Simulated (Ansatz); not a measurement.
Zn₁₀S₉Cl₂, a halide-capped nanocrystal cut from wurtzite ZnS (2 Cl on the cations), 21 atoms. Hardware: 5 threads of AMD EPYC 7R13 on a shared host and a share (37 GiB) of an NVIDIA H100 80GB HBM3.

Correlated methods freeze 145 core orbitals. Single mean-field runs in def2-SVP, def2-TZVP are fitted with def2-universal-jkfit.

**Question.** How many basis functions does each of these Ansatz runs have, and roughly what does it cost? PBE-D4/def2-SVP, charge 0 singlet, energy, from earlier orbitals; B97M-V/def2-TZVP, charge 0 singlet, energy, from earlier orbitals; PBE-D4/def2-TZVP, charge 0 singlet, energy and forces, from earlier orbitals; r2SCAN-D4/def2-TZVP, charge 0 singlet, energy, from earlier orbitals; PBE0-D4/def2-SVP, charge 0 singlet, energy, from earlier orbitals; PBE-D4/def2-SVP, charge 0 singlet, relaxation, 10 steps; MP2/def2-SVP, charge 0 singlet, energy, from earlier orbitals; HF/STO-3G, charge 0 singlet, energy; PBE0-D4/def2-TZVP, charge 0 singlet, energy, from earlier orbitals.

**Answer.** Other jobs shared the machine, so times can vary by a factor of up to 3.

```tsv
run	functions	fitting or Cholesky vectors	wall time	peak host memory (GiB)
PBE-D4/def2-SVP, charge 0 singlet, energy, from earlier orbitals	508	4048	4.1 s	1.1
PBE0-D4/def2-SVP, charge 0 singlet, energy, from earlier orbitals	508	4048	6.5 s	1.1
MP2/def2-SVP, charge 0 singlet, energy, from earlier orbitals	508	4719	9 s	1.2
PBE-D4/def2-TZVP, charge 0 singlet, energy and forces, from earlier orbitals	887	4048	13 s	1.3
PBE0-D4/def2-TZVP, charge 0 singlet, energy, from earlier orbitals	887	4048	14 s	1.2
r2SCAN-D4/def2-TZVP, charge 0 singlet, energy, from earlier orbitals	887	4048	15 s	1.3
HF/STO-3G, charge 0 singlet, energy	279	2726	15 s	0.9
B97M-V/def2-TZVP, charge 0 singlet, energy, from earlier orbitals	887	4048	15 s	1.6
PBE-D4/def2-SVP, charge 0 singlet, relaxation, 10 steps	508	4048	66 s	1.2
```
